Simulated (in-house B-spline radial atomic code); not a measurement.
## Ionising Cr VI (Cr5+) with different functionals

Computed with a B-spline radial code for spherical atoms: non-relativistic Hamiltonian, point nucleus, spin-polarised at highest spin, spherical fractional occupations for the functionals, and exact exchange of hybrids averaged over the configuration. The ionisation energy is the difference of two self-consistent energies, [Ar] 3d1 → [Ne] 3s2 3p6, without Breit or QED terms; ε is the level of the shell that loses the electron (its least bound occupied spin orbital).

```tsv
method	rung	ΔSCF (eV)	-ε(3d) (eV)
PBE0	global hybrid	91.21	83.15
B3LYP	global hybrid	91.37	82.68
TPSSh	global hybrid	?	?
M06-2X	global hybrid	91.22	86.63
BHandHLYP	global hybrid	91.15	86.14
r2SCAN0	global hybrid	90.76	82.88
B97-1	global hybrid	?	?
HSE06	range-separated hybrid	91.18	82.70
wB97X	range-separated hybrid	90.95	85.39
CAM-B3LYP	range-separated hybrid	91.34	84.70
LC-wPBE	range-separated hybrid	91.32	85.72
```

(1) What does B97-1 give?

(2) What does TPSSh give?

(3) Among the functionals, which spreads more, the ΔSCF values or the orbital energies?

(4) How do they compare with the NIST value?

Results:

(1) ΔSCF 91.16 eV, and -ε(3d) = 82.60 eV.

(2) ΔSCF 90.98 eV, and -ε(3d) = 81.13 eV.

(3) The orbital energies: ΔSCF values span about 0.60 eV and the orbital energies 5.50 eV; here energy differences depend much less on the functional than eigenvalues do.

(4) NIST lists 90.635 eV (measured, ground level to ground level). Errors run from +0.13 to +0.73 eV; r2SCAN0 is closest (+0.13 eV), but part of that can be cancellation, since the calculations leave out relativity, Breit-QED terms, multiplet and fine-structure energies.
